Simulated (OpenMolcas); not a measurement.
## Ionisation energies of phosphorus

```json
{
 "Program": "OpenMolcas",
 "Basis": "ANO-RCC-VQZP [6s5p3d2f1g]",
 "Scalar Hamiltonian": "DKH2, point nucleus",
 "Spin-orbit coupling": "RASSI with atomic mean-field integrals over the reference wave functions, term energies averaged over their components"
}
```

Active shells in each charge state: the valence s, p shells, with orbitals averaged over the low states. Where CASPT2's correlated closed shells are named, they are those of the first ion.

A. CASSCF
B. SS-CASPT2, IPEA 0.25 Eh, imaginary shift 0.1 Eh (closed shells correlated: 2s 2p)
C. SS-CASPT2, IPEA 0 Eh, imaginary shift 0.1 Eh (closed shells correlated: 2s 2p)

Energies in eV between the lowest computed levels (charge -1 gives the electron affinity), named as in B; reference values from the NIST Atomic Spectra Database with their kind.

```tsv
From	To	A	B	C	Spin-orbit share in B	Reference
P- 3s² 3p⁴ ³P₂	P 3s² 3p³ ⁴S°_3/2	-0.542	0.504	0.443	+0.011	
P 3s² 3p³ ⁴S°_3/2	P+ 3s² 3p² ³P₀	9.651	10.350	10.462	-0.034	10.487 (measured)
P+ 3s² 3p² ³P₀	P2+ 3s² 3p ²P°_1/2	18.764	19.530	19.654	-0.006	19.769 (semi-empirical)
P2+ 3s² 3p ²P°_1/2	P3+ 3s² ¹S₀	28.949	29.847	29.972	+0.041	30.203 (measured)
P3+ 3s² ¹S₀	P4+ 3s ²S_1/2	51.067	51.232	51.234	+0.000	51.444 (measured)
P4+ 3s ²S_1/2	P5+ 2p⁶ ¹S₀	64.578	64.727	64.730	+0.000	65.025 (measured)
```

Error against the reference values, in %:

```csv
From,Reference,A,B,C
P,measured,-8.0,-1.3,-0.2
P+,semi-empirical,-5.1,-1.2,-0.6
P2+,measured,-4.2,-1.2,-0.8
P3+,measured,-0.7,-0.4,-0.4
P4+,measured,-0.7,-0.5,-0.5
```

Mean absolute error over the 4 measured values: A 0.73 eV, B 0.25 eV, C 0.19 eV. C lies closest.

No diffuse functions were added, so the electron affinity comes out too small, and without dynamic correlation a bound anion can come out unbound.

° marks odd parity.
